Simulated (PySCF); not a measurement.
# Electron correlation in Ag(2+) (silver, charge +2)

[Kr] 4d8 5p1, one real determinant (an excited configuration). Computed with PySCF 2.14 in ANO-RCC-VTZP (7s6p4d2f1g, 68 functions), with the spin-free X2C one-electron Hamiltonian (Gaussian nucleus). Frozen: [Ar] 3d10; 17 electrons correlated.

MP2 pair energies summed by pair of shells (mhartree):

```json
{"pair": "4d-4d", "energy": "-170.76", "share (%)": "37.9"}
{"pair": "4p-4d", "energy": "-152.77", "share (%)": "33.9"}
{"pair": "4p-4p", "energy": "-45.61", "share (%)": "10.1"}
{"pair": "4s-4d", "energy": "-25.88", "share (%)": "5.7"}
{"pair": "4d-5p", "energy": "-24.41", "share (%)": "5.4"}
{"pair": "4s-4p", "energy": "-22.52", "share (%)": "5.0"}
{"pair": "4p-5p", "energy": "-5.12", "share (%)": "1.1"}
{"pair": "4s-4s", "energy": "-3.55", "share (%)": "0.8"}
{"pair": "4s-5p", "energy": "-0.44", "share (%)": "0.1"}
```

Total MP2 correlation energy: -451.05 mhartree.

Same-spin part -146.50 and opposite-spin part -304.55 mhartree; SCS-MP2 scales them by 1/3 and 6/5 to -414.29 mhartree.

The reference is one real determinant that mixes LS terms of this configuration.
